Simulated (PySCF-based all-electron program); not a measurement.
**MoO3, singlet: all-electron forces**

Calculated with an in-house all-electron program built on PySCF, in large uncontracted Gaussian sets near the basis limit; Koelling–Harmon scalar relativity, no spin–orbit coupling, spin-restricted. Forces are good to about 0.009 eV/Å. In part, a faulty basis table may shift these forces by a few meV per angstrom. Atoms are numbered as listed.

Shape A:

```json
{"atom": "Mo", "x (Å)": "0.0000", "y (Å)": "0.0000", "z (Å)": "0.0000"}
{"atom": "O", "x (Å)": "1.6184", "y (Å)": "0.0000", "z (Å)": "0.5763"}
{"atom": "O", "x (Å)": "-0.8092", "y (Å)": "1.4016", "z (Å)": "0.5763"}
{"atom": "O", "x (Å)": "-0.8092", "y (Å)": "-1.4016", "z (Å)": "0.5763"}
```

PBE forces:

| atom | Fx | Fy | Fz (eV/Å) |
| --- | --- | --- | --- |
| Mo1 | 0.000 | 0.000 | 0.179 |
| O2 | -0.162 | 0.000 | -0.060 |
| O3 | 0.081 | -0.140 | -0.060 |
| O4 | 0.081 | 0.140 | -0.060 |

(1) What forces does r2SCAN give in shape A?

Shape B:

| atom | x (Å) | y (Å) | z (Å) |
| --- | --- | --- | --- |
| Mo | 0.0000 | 0.0000 | 0.0000 |
| O | 1.4566 | 0.0000 | 0.5187 |
| O | -0.8092 | 1.4016 | 0.5763 |
| O | -0.8092 | -1.4016 | 0.5763 |

Against shape A, Mo1–O2 goes from 1.718 to 1.546 Å.

PBE forces:

```
atom       Fx      Fy  Fz (eV/Å)
 Mo1  -10.607   0.000     -4.386
  O2   10.867   0.000      3.988
  O3   -0.130   0.560      0.199
  O4   -0.130  -0.560      0.199
```

(2) What forces does r2SCAN give in shape B?

Answers

(1) The forces move by 0.678 eV/Å (r.m.s. over the atoms) from PBE.

```csv
atom,Fx,Fy,Fz (eV/Å)
Mo1,0.000,0.000,0.985
O2,-0.731,0.000,-0.328
O3,0.366,-0.633,-0.328
O4,0.366,0.633,-0.328
```

(2) The forces move by 0.635 eV/Å (r.m.s. over the atoms) from PBE.

```tsv
atom	Fx	Fy	Fz (eV/Å)
Mo1	-10.647	0.000	-3.626
O2	10.354	0.000	3.740
O3	0.147	0.100	-0.057
O4	0.147	-0.100	-0.057
```
